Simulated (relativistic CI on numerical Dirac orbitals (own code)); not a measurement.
Method of calculation: Dirac-Coulomb-Breit CI, KLI orbitals optimised for each configuration, model QED (radiative potential, 1s self-energy scaled to tabulated hydrogen-like ionisation energies), valence Slater integrals scaled by 0.85, P86 correlation energy added to each configuration (own radial code, finite nucleus).

Configuration list (outside the closed core [Kr] 4d10 5s2): 4f¹⁴5p⁶5d², 4f¹⁴5p⁶5d6s, 4f¹⁴5p⁶6s², 4f¹⁴5p⁶5d6p, 4f¹⁴5p⁶5d5f, 4f¹⁴5p⁶6s6p, 4f¹⁴5p⁶5d5g, 4f¹⁴5p⁶5d6d, 4f¹⁴5p⁶5d7s, 4f¹⁴5p⁶5f², 4f¹⁴5p⁶5d7p, 4f¹⁴5p⁶6p², 4f¹⁴5p⁵5d³, 4f¹⁴5p⁶5d8s, 4f¹⁴5p⁶5d7d, 4f¹⁴5p⁶6s7s, 4f¹³5p⁶5d³, 4f¹⁴5p⁶5d6f, 4f¹⁴5p⁶5d8p, 4f¹⁴5p⁶5f6s, 4f¹⁴5p⁶5g², 4f¹³5p⁶5d²6s, 4f¹⁴5p⁶5g6s, 4f¹⁴5p⁶6p7s, 4f¹⁴5p⁶5f6p, 4f¹⁴5p⁵5d²5f, 4f¹³5p⁶5d²6p, 4f¹⁴5p⁵5d²5g, 4f¹⁴5p⁶5f5g. Double excitations out of closed p, d and f shells are left out; levels of such configurations are missing from the list, as are those of other unlisted configurations, and high levels can miss mixing partners. These lack a partner that the ground configuration has and come out too high: 4f¹³5p⁶5d²6s, 4f¹⁴5p⁵5d²5f, 4f¹³5p⁶5d²6p, 4f¹⁴5p⁵5d²5g.

For a near-neutral ion this model can misplace configurations by up to about 10,000 cm⁻¹ (more where the count of f electrons changes) and terms by 10 to 25 % of their spread. Rates follow the energies as ν³ (E1, M1) or ν⁵ (E2), so they and the lifetimes can be off by large factors. The fine structure of a lone outer electron comes out too small, for d and f at times inverted, and misplaced configurations move strength between like terms.

Outline of the computed level scheme of Ta IV. Lowest level of each configuration: 4f¹⁴5p⁶5d² ³F2 at 0.0000 eV; 4f¹⁴5p⁶5d6s ³D1 at 4.0373 eV; 4f¹⁴5p⁶6s² ¹S0 at 9.3805 eV; 4f¹⁴5p⁶5d6p ³F°2 at 10.1172 eV; 4f¹⁴5p⁶6s6p ³P°0 at 14.4270 eV; 4f¹⁴5p⁶5d6d ³D1 at 19.3594 eV; 4f¹⁴5p⁶5d7s ³D1 at 19.7608 eV.

Some strong electric-dipole decays among the lowest 45 levels: 4f¹⁴5p⁶6s6p ¹P°1 → 4f¹⁴5p⁶5d6s ¹D2 (3.5e+09 s⁻¹); 4f¹⁴5p⁶6s6p ¹P°1 → 4f¹⁴5p⁶6s² ¹S0 (2.5e+09 s⁻¹); 4f¹⁴5p⁶5d6d ³G5 → 4f¹⁴5p⁶5d6p ³F°4 (2.2e+09 s⁻¹); 4f¹⁴5p⁶5d6d ³G3 → 4f¹⁴5p⁶5d6p ³F°2 (2.0e+09 s⁻¹); 4f¹⁴5p⁶6s6p ³P°2 → 4f¹⁴5p⁶5d6s ³D3 (2.0e+09 s⁻¹); 4f¹⁴5p⁶5d6p ¹F°3 → 4f¹⁴5p⁶5d² ¹G4 (1.9e+09 s⁻¹); 4f¹⁴5p⁶5d6d ³D1 → 4f¹⁴5p⁶5d6p ³D°1 (1.8e+09 s⁻¹); 4f¹⁴5p⁶6s6p ³P°1 → 4f¹⁴5p⁶5d6s ³D2 (1.8e+09 s⁻¹).

Rates of lines that live on the mixing of spin multiplicities can be off by large factors.

LS names give the leading component of a level, which can be under half, so a name can repeat, a term be missing and a line seem to break the LS rules.
